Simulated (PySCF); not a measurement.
C₃H₇FSi, SMILES FC1C[SiH2]C1. Atoms are numbered in the order given.

```xyz
12

F     -2.1269    -0.1581     0.0000
C     -0.8508     0.3706     0.0000
C      0.0157    -0.0843    -1.1911
Si     1.4918    -0.0100     0.0000
C      0.0157    -0.0843     1.1911
H     -0.9531     1.4711     0.0000
H     -0.0672     0.5034    -2.1151
H     -0.2174    -1.1400    -1.4104
H      2.4691    -1.1339     0.0000
H      2.2259     1.2871     0.0000
H     -0.0672     0.5034     2.1151
H     -0.2174    -1.1400     1.4104
```
Charge 0, spin multiplicity 1.

Geometry: ωB97X-D3(BJ)/def2-SVP. This is a generated structure with no PubChem entry under its InChIKey; it may be hypothetical.

Method: r2SCAN/def2-TZVP in PySCF.

Atomic charges (e):

| atom | IAO | Löwdin |
|---|---|---|
| F1 | -0.33 | 0.10 |
| C2 | 0.19 | -0.37 |
| C3 | -0.58 | -0.33 |
| Si4 | 0.77 | 0.32 |
| C5 | -0.58 | -0.33 |
| H6 | 0.13 | 0.14 |
| H7 | 0.15 | 0.13 |
| H8 | 0.16 | 0.15 |
| H9 | -0.12 | -0.04 |
| H10 | -0.12 | -0.04 |
| H11 | 0.15 | 0.13 |
| H12 | 0.16 | 0.15 |

Computed Mayer and Wiberg (Löwdin basis) orders of the bonds:
```tsv
bond	Mayer	Wiberg
F1–C2	0.99	1.64
C2–C3	0.95	1.20
C3–Si4	0.97	1.09
C2–C5	0.95	1.20
Si4–C5	0.97	1.09
C2–H6	0.99	0.83
C3–H7	0.95	0.88
C3–H8	0.93	0.84
Si4–H9	0.94	0.94
Si4–H10	0.95	0.93
C5–H11	0.95	0.88
C5–H12	0.93	0.84
```
